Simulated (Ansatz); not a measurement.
Relaxation of C$_{2}$H$_{8}$OSSi (13 atoms, charge 0, multiplicity 1), to a largest force component of 0.015 eV/Å in at most 40 steps.

These are results of RKS PBE0/def2-SVP (Ansatz), not measurements.

```xyz
13
Properties=species:S:1:pos:R:3:forces:R:3
C -1.458 0.242 1.069 -1.56 2.61 -0.14
Si -0.272 0.551 -0.291 1.04 -0.53 0.08
S 1.295 1.787 0.465 0.78 0.41 0.48
C 0.582 -1.049 -0.864 -1.80 -0.80 -0.61
O 1.576 -0.998 -1.834 0.28 0.60 0.19
H -1.927 1.252 1.403 0.86 -1.39 -0.44
H -1.030 -0.213 1.923 0.59 -0.78 1.21
H -2.298 -0.317 0.701 -0.73 -0.80 -0.16
H -0.885 1.292 -1.388 -0.18 0.37 -0.50
H 1.613 1.038 1.577 -0.29 0.22 -0.61
H 0.885 -1.600 0.032 0.26 -0.24 0.56
H -0.252 -1.680 -1.286 0.45 0.25 0.21
H 2.192 -0.339 -1.491 0.30 0.07 -0.27
```

Problem. Where does it end, and by what steps?

Solution. The forces met the threshold. After 7 steps the energy has fallen by 0.304 eV; H13 moved furthest, 0.25 Å.

```json
{"step": "0", "energy less start (eV)": "0.0000", "largest force component (eV/Å)": "2.613", "accepted": "yes"}
{"step": "1", "energy less start (eV)": "-0.1961", "largest force component (eV/Å)": "1.151", "accepted": "yes"}
{"step": "2", "energy less start (eV)": "-0.2816", "largest force component (eV/Å)": "0.370", "accepted": "yes"}
{"step": "3", "energy less start (eV)": "-0.2963", "largest force component (eV/Å)": "0.204", "accepted": "yes"}
{"step": "4", "energy less start (eV)": "-0.3004", "largest force component (eV/Å)": "0.127", "accepted": "yes"}
{"step": "5", "energy less start (eV)": "-0.3037", "largest force component (eV/Å)": "0.034", "accepted": "yes"}
{"step": "6", "energy less start (eV)": "-0.3038", "largest force component (eV/Å)": "0.018", "accepted": "yes"}
{"step": "7", "energy less start (eV)": "-0.3039", "largest force component (eV/Å)": "0.005", "accepted": "yes"}
```

```xyz
13
Properties=species:S:1:pos:R:3
C -1.527 0.278 1.093
Si -0.263 0.511 -0.271
S 1.399 1.767 0.342
C 0.536 -1.110 -0.849
O 1.607 -0.864 -1.725
H -1.922 1.249 1.428
H -1.084 -0.231 1.964
H -2.371 -0.333 0.736
H -0.830 1.264 -1.428
H 1.720 1.013 1.419
H 0.836 -1.714 0.036
H -0.210 -1.721 -1.387
H 2.129 -0.144 -1.342
```

Run time: 26 s on 2 threads of Arm Neoverse V2 (shared host), peak memory 0.28 GiB.
